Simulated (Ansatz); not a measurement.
`FC1=CC(F)(F)C1F` + H₂ → `FC1C=CC1(F)F` + H–F at 600 K and 1 bar (hydrogenolysis of a C–F bond).

Gas-phase electronic energies from Ansatz, PBE0-D4/def2-TZVP geometries. CCSD(T)/CBS is the MP2 limit (def2-TZVPP, def2-QZVPP) plus CCSD(T) − MP2 in def2-TZVPP, frozen cores. This one scheme is used for every species.

```json
{"species": "`FC1=CC(F)(F)C1F`", "CCSD(T)/CBS energy (Eh)": "-552.50451", "H − E (kJ/mol)": "209.5", "S (J/(mol·K))": "433.8"}
{"species": "H₂", "CCSD(T)/CBS energy (Eh)": "-1.17544", "H − E (kJ/mol)": "43.9", "S (J/(mol·K))": "150.8"}
{"species": "`FC1C=CC1(F)F`", "CCSD(T)/CBS energy (Eh)": "-453.32230", "H − E (kJ/mol)": "224.2", "S (J/(mol·K))": "408.3"}
{"species": "H–F", "CCSD(T)/CBS energy (Eh)": "-100.39570", "H − E (kJ/mol)": "42.3", "S (J/(mol·K))": "194.0"}
```

H − E and S are ideal-gas, rigid-rotor, harmonic terms from PBE0-D4/def2-TZVP, for one conformer and one mirror image of each species. The MP2-based limit puts H₂ 0.8 mEh under its directly extrapolated value; such offsets cancel only in part. 1 Eh = 2625.50 kJ/mol, R = 8.31446 J/(mol·K).

Question: By hand: ΔE, ΔH, ΔS and ΔG.

Answer: ΔE = (-453.32230) + (-100.39570) − (-552.50451) − (-1.17544) = -0.03805 Eh = -99.9 kJ/mol. Δ(H − E) = 224.2 + 42.3 − 209.5 − 43.9 = 13.1, so ΔH = -86.8 kJ/mol. ΔS = 408.3 + 194.0 − 433.8 − 150.8 = 17.7 J/(mol·K). ΔG = -86.8 − 600 × (17.7)/1000 = -97.4 kJ/mol.

Question: By hand: the equilibrium constant, and the temperature at which ΔG would vanish if ΔH and ΔS stayed fixed.

Answer: log₁₀ K = −ΔG/(RT ln 10) = 8.5. ΔH and −TΔS have one sign here, so there is no such temperature.

ΔH outweighs TΔS. A doubt of 5 kJ/mol in ΔE shifts log₁₀ K by 0.4 here. Other conformers and mirror images would add mixing entropy, several J/(mol·K) or more a flexible species. These are equilibria of isolated gas molecules and say nothing of rates. Largest T1 diagnostic: 0.012 (customary marks: 0.02 for closed shells, 0.045 for open ones).
